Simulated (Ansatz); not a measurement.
`C/[C]([AlH2])=C\O` at its PBE0-D4/def2-TZVP geometry, where that method's forces vanish. The species carries charge 0 and has multiplicity 1.

```tsv
atom	x (Å)	y (Å)	z (Å)
C1	0.494	1.209	-0.513
C2	-0.083	-0.032	0.121
Al3	-1.135	-0.095	1.724
C4	0.136	-1.227	-0.458
O5	0.839	-1.455	-1.584
H6	0.247	2.108	0.053
H7	1.590	1.172	-0.575
H8	0.114	1.369	-1.531
H9	-1.475	1.240	2.518
H10	-1.649	-1.514	2.224
H11	-0.249	-2.160	-0.057
H12	1.170	-0.615	-1.923
```

For each bond, give half the difference of the two atoms' forces along it (eV/Å; positive pushes the atoms apart) under PBE-D4, r2SCAN-D4, B3LYP-D4, ωB97M-V in def2-TZVPP. (Estimate.)

Ansatz gave: 
```csv
bond,length (Å),PBE-D4,r2SCAN-D4,B3LYP-D4,ωB97M-V
C1–C2,1.508,-0.12,0.06,0.19,0.26
C1–H6,1.091,0.11,-0.04,-0.08,-0.07
C1–H7,1.098,0.13,-0.02,-0.06,-0.10
C1–H8,1.098,0.13,-0.02,-0.06,-0.10
C2–Al3,1.919,-0.09,-0.09,0.00,0.00
C2–C4,1.345,0.31,0.14,-0.04,-0.19
Al3–H9,1.590,0.03,-0.03,-0.09,-0.11
Al3–H10,1.590,0.05,-0.02,-0.07,-0.11
C4–O5,1.346,0.30,0.25,0.34,0.35
C4–H11,1.086,-0.03,-0.12,-0.19,-0.12
O5–H12,0.964,0.41,0.01,-0.07,-0.14
```

B3LYP here is the variant with VWN-RPA as its local correlation; programs differ in this.
